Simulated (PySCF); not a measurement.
A structure optimised at B3LYP-D3(BJ)/def2-SVP, used in a PySCF frequency run:

```xyz
12

C      1.3974    -0.8031     0.5198
C      0.5485     0.1136    -0.2915
O      0.7143     1.4392     0.0458
C     -0.8177    -0.2959    -0.7330
O     -1.7301    -0.4915     0.3502
H      1.0109    -0.9147     1.5535
H      1.4211    -1.8081     0.0719
H      2.4271    -0.4196     0.5917
H      0.1724     1.9816    -0.5449
H     -0.7720    -1.2593    -1.2638
H     -1.2158     0.4520    -1.4549
H     -1.6862     0.2983     0.9065
```
Charge 0, spin multiplicity 2.

Write its SMILES and formula.

C[C](O)CO, C₃H₇O₂

What are its rotational constants (standard atomic weights)?

7.1002, 3.9455, 3.0836 GHz
